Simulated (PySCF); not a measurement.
ZrCl3, SMILES [Cl][Zr+]([Cl])[Cl], charge +1, multiplicity 1.

Coordinates come from a B3LYP-D3(BJ)/def2-SVP optimisation. The multiplicity is an assumed one; other spin states were not compared. The isomer is the one that the SMILES or the coordinates give; other isomers of the formula were not compared. The def2 effective core potentials stand for the cores of Zr; spin–orbit coupling is left out.

The numbers are results of PySCF 2.14.0 with TDDFT-LC-ωPBE/def2-SVPD, not measurements.

Vertical excitations; the highest root listed may be one member of a degenerate set. The molecule is in vacuum. State labels are in the subgroup Cs.

Computed lowest excited states:
```csv
state,symmetry,energy (eV),λ (nm),f,main pairs
S1,A",4.87,255,0.000,HOMO→LUMO 94 %
S2,A',5.17,240,0.005,"HOMO→LUMO+2, HOMO−2→LUMO (degenerate set)"
S3,A",5.17,240,0.005,"HOMO→LUMO+1, HOMO−1→LUMO (degenerate set)"
S4,A",5.27,235,0.009,"HOMO−1→LUMO, HOMO→LUMO+1 (degenerate set)"
S5,A',5.27,235,0.009,"HOMO−2→LUMO, HOMO→LUMO+2 (degenerate set)"
S6,A',5.63,220,0.008,"HOMO−2→LUMO+1 40 %, HOMO−1→LUMO+2 40 %, HOMO−3→LUMO 12 %"
S7,A",5.66,219,0.000,"HOMO−1→LUMO+1 45 %, HOMO−2→LUMO+2 45 %"
S8,A',5.70,218,0.022,HOMO−3→LUMO 80 %
S9,A',5.82,213,0.000,HOMO−5→LUMO (degenerate set)
S10,A",5.82,213,0.000,HOMO−4→LUMO (degenerate set)
T1,A",4.79,259,0,HOMO→LUMO 88 %
T2,A",4.91,253,0,"HOMO−1→LUMO, HOMO→LUMO+1 (degenerate set)"
T3,A',4.91,253,0,"HOMO−2→LUMO, HOMO→LUMO+2 (degenerate set)"
T4,A',4.95,251,0,"HOMO−2→LUMO+1 25 %, HOMO−1→LUMO+2 25 %, HOMO−3→LUMO 25 %, HOMO−4→LUMO+2 9 %"
```
Triplets are in the Tamm–Dancoff approximation, which puts them higher than full response would, so one can lie above its singlet here.
